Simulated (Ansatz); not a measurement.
A structure relaxed at r2SCAN-D4/def2-TZVPD in Ansatz, charge -1, doublet:

```xyz
3

Zr    0.7376   -0.0229    0.5169
Te    0.3947    1.8555   -1.2664
Te   -1.1324   -1.8326    0.7495
```

(1) Give its formula and point group.

(2) Summarise the bond lengths by kind (pairs closer than 1.2 times the sum of covalent radii, bridged metal pairs left out).

Answers

(1) the cluster ZrTe2⁻. Point group C2v (tolerance 0.1 Å).

(2) 2 × Te–Zr 2.61 Å. The metal has 2 neighbours: Te 2.61 Å, Te 2.61 Å.

In the def2 sets Te, Zr take a core potential; there is no spin–orbit coupling. The structure comes from a short search, and lower isomers may exist.
